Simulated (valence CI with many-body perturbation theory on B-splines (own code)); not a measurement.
Results of a calculation; reference values are marked as such.
**Level structure of Ru31+**

Level of theory: configuration interaction combined with many-body perturbation theory (CI+MBPT): three valence electrons over a frozen Dirac-Fock core [Ne], a basis of 11 s, 11 p, 10 d, 8 f, 5 g, 2 h functions for each j, with the one-electron correlation potential Σ1 (screened to all orders), the two-electron term Σ2, the three-electron term Σ3, Breit, model QED; selected single and double excitations, second order for the rest, scaled by the run's own slope (own B-spline code, finite nucleus).

No measured spectrum was set against this ion. As an estimate, large intervals hold to a few tenths of a per cent, small ones and those within an open d or f shell to about a per cent.

Levels 91 to 135 of 154, with energies above the lowest level, 3s2.3p 2P°_1/2. "Leading %" is the weight of the configuration and term that name the level; weights of strongly mixed levels are sums over their largest components and can fall short, so below about 35 % the name and the second component can differ from the true leading terms, or belong to a minority configuration. In the jj column 3d3/2^4 stands for four electrons in 3d with j = 3/2.

| No. | Configuration | Term | J | E (Ry) | Leading % | Second component | Leading jj | g |
| --- | --- | --- | --- | --- | --- | --- | --- | --- |
| 91 | 3p.3d2 | 4P° | 1/2 | 32.705 | 53 | 38 % 3p.3d2 2S° | 3p1/2 3d3/2 3d5/2 (90 %) | 2.178 |
| 92 | 3p.3d2 | 4F° | 3/2 | 32.884 | 33 | 28 % 3p.3d2 4D° | 3p1/2 3d3/2^2 (63 %) | 0.928 |
| 93 | 3p.3d2 | 4D° | 7/2 | 33.183 | 46 | 26 % 3p.3d2 4F° | 3p1/2 3d5/2^2 (71 %) | 1.296 |
| 94 | 3p.3d2 | 4F° | 5/2 | 33.317 | 44 | 23 % 3p.3d2 4D° | 3p1/2 3d3/2 3d5/2 (80 %) | 1.101 |
| 95 | 3p.3d2 | 2H° | 9/2 | 33.381 | 55 | 25 % 3p.3d2 4G° | 3p1/2 3d5/2^2 (48 %) | 1.017 |
| 96 | 3p.3d2 | 2F° | 5/2 | 33.514 | 37 | 34 % 3p.3d2 4D° | 3p1/2 3d5/2^2 (74 %) | 1.139 |
| 97 | 3p.3d2 | 4D° | 3/2 | 33.609 | 40 | 33 % 3p.3d2 2D° | 3p1/2 3d3/2 3d5/2 (44 %) | 1.114 |
| 98 | 3p.3d2 | 2G° | 7/2 | 33.625 | 60 | 29 % 3p.3d2 2F° | 3p1/2 3d3/2 3d5/2 (58 %) | 0.974 |
| 99 | 3p.3d2 | 4P° | 3/2 | 33.736 | 56 | 20 % 3p.3d2 4S° | 3p1/2 3d5/2^2 (56 %) | 1.635 |
| 100 | 3p.3d2 | 4G° | 11/2 | 34.317 | 98 |  | 3p3/2 3d5/2^2 (67 %) | 1.265 |
| 101 | 3p.3d2 | 4F° | 9/2 | 34.598 | 52 | 25 % 3p.3d2 4G° | 3p3/2 3d3/2 3d5/2 (81 %) | 1.220 |
| 102 | 3p.3d2 | 2P° | 3/2 | 34.628 | 30 | 28 % 3p.3d2 4F° | 3p3/2 3d3/2^2 (84 %) | 0.916 |
| 103 | 3p.3d2 | 4F° | 7/2 | 34.638 | 40 | 37 % 3p.3d2 2F° | 3p3/2 3d3/2 3d5/2 (89 %) | 1.152 |
| 104 | 3p.3d2 | 2P° | 1/2 | 34.782 | 50 | 39 % 3p.3d2 4D° | 3p3/2 3d3/2^2 (47 %) | 0.540 |
| 105 | 3p.3d2 | 4D° | 5/2 | 34.805 | 35 | 31 % 3p.3d2 4F° | 3p3/2 3d3/2^2 (47 %) | 1.158 |
| 106 | 3p.3d2 | 4D° | 7/2 | 34.901 | 39 | 29 % 3p.3d2 2F° | 3p3/2 3d3/2 3d5/2 (37 %) | 1.246 |
| 107 | 3p.3d2 | 4D° | 5/2 | 34.933 | 47 | 12 % 3p.3d2 2D° | 3p3/2 3d3/2 3d5/2 (65 %) | 1.267 |
| 108 | 3p.3d2 | 2P° | 1/2 | 35.018 | 43 | 25 % 3p.3d2 2S° | 3p1/2 3d5/2^2 (34 %) | 1.006 |
| 109 | 3p.3d2 | 4D° | 1/2 | 35.094 | 38 | 29 % 3p.3d2 2S° | 3p3/2 3d3/2 3d5/2 (80 %) | 1.369 |
| 110 | 3p.3d2 | 4D° | 3/2 | 35.175 | 71 | 16 % 3p.3d2 2D° | 3p3/2 3d3/2 3d5/2 (76 %) | 1.166 |
| 111 | 3p.3d2 | 4D° | 7/2 | 35.205 | 88 | 7 % 3p.3d2 2F° | 3p3/2 3d3/2 3d5/2 (50 %) | 1.388 |
| 112 | 3p.3d2 | 4P° | 5/2 | 35.335 | 62 | 17 % 3p.3d2 2F° | 3p3/2 3d5/2^2 (53 %) | 1.378 |
| 113 | 3p.3d2 | 2G° | 9/2 | 35.489 | 53 | 26 % 3p.3d2 4F° | 3p3/2 3d5/2^2 (83 %) | 1.124 |
| 114 | 3p.3d2 | 2F° | 5/2 | 35.543 | 51 | 28 % 3p.3d2 4D° | 3p3/2 3d3/2 3d5/2 (80 %) | 1.089 |
| 115 | 3p.3d2 | 4S° | 3/2 | 35.628 | 64 | 26 % 3p.3d2 4P° | 3p3/2 3d3/2 3d5/2 (48 %) | 1.849 |
| 116 | 3p.3d2 | 2H° | 11/2 | 35.648 | 98 |  | 3p3/2 3d3/2 3d5/2 (67 %) | 1.092 |
| 117 | 3p.3d2 | 2F° | 7/2 | 35.892 | 51 | 37 % 3p.3d2 2G° | 3p3/2 3d3/2 3d5/2 (43 %) | 1.053 |
| 118 | 3p.3d2 | 2D° | 3/2 | 36.137 | 57 | 29 % 3p.3d2 2P° | 3p3/2 3d3/2 3d5/2 (73 %) | 0.966 |
| 119 | 3p.3d2 | 2P° | 1/2 | 36.185 | 90 | 6 % 3p.3d2 4D° | 3p3/2 3d5/2^2 (68 %) | 0.682 |
| 120 | 3p.3d2 | 2F° | 7/2 | 36.216 | 57 | 27 % 3p.3d2 2G° | 3p3/2 3d3/2 3d5/2 (38 %) | 1.108 |
| 121 | 3p.3d2 | 2D° | 5/2 | 36.462 | 81 | 10 % 3p.3d2 2F° | 3p3/2 3d3/2 3d5/2 (46 %) | 1.144 |
| 122 | 3p.3d2 | 2G° | 9/2 | 36.645 | 90 | 5 % 3p.3d2 4F° | 3p3/2 3d3/2 3d5/2 (77 %) | 1.115 |
| 123 | 3p.3d2 | 2F° | 5/2 | 36.877 | 96 |  | 3p3/2 3d3/2 3d5/2 (81 %) | 0.864 |
| 124 | 3p.3d2 | 2P° | 3/2 | 37.077 | 68 | 18 % 3p.3d2 2D° | 3p3/2 3d5/2^2 (76 %) | 1.239 |
| 125 | 3p.3d2 | 2F° | 7/2 | 37.181 | 49 | 47 % 3p.3d2 2G° | 3p3/2 3d5/2^2 (66 %) | 1.031 |
| 126 | 3p.3d2 | 2D° | 3/2 | 37.207 | 59 | 32 % 3p.3d2 2P° | 3p3/2 3d3/2 3d5/2 (40 %) | 1.015 |
| 127 | 3p.3d2 | 2D° | 5/2 | 37.416 | 87 | 6 % 3p.3d2 4D° | 3p3/2 3d5/2^2 (55 %) | 1.204 |
| 128 | 3p.3d2 | 2P° | 1/2 | 37.650 | 95 |  | 3p3/2 3d3/2 3d5/2 (70 %) | 0.662 |
| 129 | 3p.3d2 | 2P° | 3/2 | 38.086 | 71 | 17 % 3p.3d2 2D° | 3p3/2 3d5/2^2 (66 %) | 1.237 |
| 130 | 3d3 | 4F | 3/2 | 42.941 | 88 | 10 % 3d3 2D | 3d3/2^3 (65 %) | 0.450 |
| 131 | 3d3 | 4F | 5/2 | 43.184 | 96 |  | 3d3/2^2 3d5/2 (89 %) | 1.031 |
| 132 | 3d3 | 4F | 7/2 | 43.391 | 88 | 10 % 3d3 2G | 3d3/2^2 3d5/2 (50 %) | 1.198 |
| 133 | 3d3 | 4F | 9/2 | 43.531 | 62 | 28 % 3d3 2G | 3d3/2^2 3d5/2 (61 %) | 1.226 |
| 134 | 3d3 | 4P | 3/2 | 43.731 | 56 | 28 % 3d3 2P | 3d3/2^2 3d5/2 (74 %) | 1.454 |
| 135 | 3d3 | 4P | 1/2 | 43.819 | 80 | 20 % 3d3 2P | 3d3/2^2 3d5/2 (91 %) | 2.268 |

Names give the largest LS component (configuration and term), which can be under half, so a name can repeat, a term be missing and a line seem to break the LS rules; names also repeat where a configuration has a term twice.

Where two levels of one J and parity lie close, their mixing, g and order are uncertain.
